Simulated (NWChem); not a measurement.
A series in which one site is exchanged, each optimised at PBE0/def2-SVP with NWChem, gas phase unless a solvent is named. Low-valent species are run as closed-shell singlets; no triplet was tried in these runs. Some are not confirmed as minima by frequencies. def2 effective core potentials on I; no spin-orbit coupling.

A: [F][Ge][I] (GeIF; site = F)
B: [Ge]([I])[Br] (GeIBr; site = Br)
C: [I][Ge][I] (GeI$_{2}$; site = I)
D: [Cl][Ge][I] (GeICl; site = Cl)

| quantity | A | B | C | D |
|---|---|---|---|---|
| orbital gap (eV), PBE0/def2-SVP | 4.63 | 4.16 | (withheld) | 4.30 |
| vertical ionisation energy, ΔSCF, PBE/def2-SVP (eV) | 9.64 | 9.21 | (withheld) | 9.36 |
| vertical ionisation energy, ΔSCF, CAM-B3LYP/def2-SVP (eV) | 9.86 | 9.52 | (withheld) | 9.63 |
| static polarisability, CAM-B3LYP/def2-SVPD (bohr³) | 69.2 | 93.9 | (withheld) | 84.9 |
| lowest singlet excitation, CAM-B3LYP/def2-SVPD, TDA (eV) | 3.60 | 3.15 | (withheld) | 3.29 |

Question: Complete the blanks.

Answer: 
- orbital gap (eV), PBE0/def2-SVP, C: 3.91
- vertical ionisation energy, ΔSCF, PBE/def2-SVP (eV), C: 8.93
- vertical ionisation energy, ΔSCF, CAM-B3LYP/def2-SVP (eV), C: 9.27
- static polarisability, CAM-B3LYP/def2-SVPD (bohr³), C: 110.0
- lowest singlet excitation, CAM-B3LYP/def2-SVPD, TDA (eV), C: 2.89
